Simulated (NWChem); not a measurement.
sulfur hexafluoride (SF6); SMILES FS(F)(F)(F)(F)F

### Question
Give the equilibrium geometry at PBE-D3(BJ)/def2-SVP (NWChem) as an XYZ file, with the point group.

### Answer
point group Oh; any orientation.
```
7

F      0.7586     0.9940    -1.0127
S      0.0000     0.0000     0.0000
F      1.4072    -0.6747     0.3919
F     -0.1825    -1.0704    -1.1874
F     -1.4072     0.6747    -0.3919
F      0.1825     1.0704     1.1874
F     -0.7586    -0.9940     1.0127
```
